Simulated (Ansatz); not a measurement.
C$_{3}$H$_{6}$AlF (SMILES C=C[CH2][AlH][F]), singlet, geometry from GFN2-xTB (such geometries of metal compounds can be far from the true shape), with bond 8-4 at 2.4 times its length; CASSCF(4,4)/STO-3G in Ansatz (a first-principles code).

Ansatz was given this input:
Ansatz 0.2 input:
```yaml
crystal:
  periodic: [false, false, false]
  atoms:
    - {symbol: Al, position_ang: [0.49779339, 0.50760533, 0.63957740]}
    - {symbol: C, position_ang: [-0.81296393, -0.90141682, 0.06282031]}
    - {symbol: C, position_ang: [-1.10800333, -0.47306683, -1.33165700]}
    - {symbol: C, position_ang: [-0.20152646, -0.47423991, -2.29975491]}
    - {symbol: H, position_ang: [-1.72402482, -0.99928610, 0.66074483]}
    - {symbol: H, position_ang: [-0.32347230, -1.88316115, 0.06706347]}
    - {symbol: H, position_ang: [-2.10540984, -0.10089583, -1.52946193]}
    - {symbol: H, position_ang: [2.19882567, -1.35432970, -1.86459032]}
    - {symbol: H, position_ang: [-0.42839806, -0.16148608, -3.30384959]}
    - {symbol: F, position_ang: [0.99107057, 0.78251390, 2.19037665]}
    - {symbol: H, position_ang: [1.12669790, 1.43661990, -0.39240691]}
basis:
  gaussian:
    orbitals: STO-3G
hamiltonian:
  xc: hf
magnetization: {spin_polarized: false}
correlation: {active_space: {window: {electrons: 4, orbitals: 4}}}
```

Question: Predict the main parts of the log of this Ansatz run.

Answer: 
```
Functional definition: HF
455 factors; integrals over basis functions are off by at most 5.8e-5 eV
mean field evaluation 1: about -12306.1207 eV, gradient 2.6e1 eV
mean field evaluation 2: about -12306.2375 eV, gradient 2.6e1 eV
mean field evaluation 4: about -12310.0665 eV, gradient 7.9e0 eV
mean field evaluation 8: about -12310.3264 eV, gradient 7.3e-2 eV
mean field -12310.32383321 eV, -452.3960566332 hartree, gradient 1.2e-6 eV, S^2 0.000000; 0 other end points of the search recorded, 0 dependent functions left out
reference -12310.32383321 eV, -452.3960566332 hartree; 23, 23 occupied and 12, 12 virtual orbitals, 455 factors
state -12316.35007011 eV, -452.6175167546 hartree
Total energy: -12316.35007011 eV, -452.6175167546 hartree
```
